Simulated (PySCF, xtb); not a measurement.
CCl3NOSi, SMILES O=C=N[Si](Cl)(Cl)Cl. The values are those of a single conformer.

Harmonic wavenumbers (cm⁻¹) from xtb with GFN2-xTB at its own minimum, in rising order: 24, 50, 122, 124, 172, 194, 207, 395, 494, 500, 540, 554, 670, 1529, 2507.

Problem. What does PBE-D3(BJ)/def2-SVP (PySCF) give at its own minimum? (Estimate from the structure and the level; the computed values follow.)

Solution. 29, 29, 155, 155, 200, 255, 255, 408, 579, 579, 620, 620, 664, 1504, 2416. Paired by order, the mean absolute difference is 45 cm⁻¹ and the zero-point energies are 11.6 and 12.1 kcal/mol.
